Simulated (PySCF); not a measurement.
Computed shifts of a molecule C3H5ClGe, PBE/pcSseg-1 (PySCF), GIAO, gas phase, atoms alike by connectivity averaged where their shifts nearly agree, in ppm (number of nuclei): ¹³C: 223.8 (1), 102.3 (1), 95.2 (1). ¹H: 6.41 (1), 6.22 (1), 4.61 (3). References: ³⁵Cl against HCl (σ = 936.5 ppm); ¹³C against TMS (σ = 182.0 ppm); ⁷³Ge against GeH4 (σ = 1614.4 ppm); ¹H against TMS (σ = 31.49 ppm), references at their B3LYP-D3(BJ)/def2-TZVP geometries, non-relativistic (without spin–orbit terms, shifts of atoms bonded to Cl or Br come out too high). The structure is a stationary point at r2SCAN-D4/def2-SVP. The values are those of a single conformer.

Question: Which molecule gave these data?
(A) ClC1=[CH][GeH2][CH2]1
(B) Cl[C]1=C[CH2][GeH2]1
(C) ClC=C=[CH][GeH3]
(D) [Cl][Ge@@H]1[CH]=C[CH2]1

Answer: C, ClC=C=[CH][GeH3]
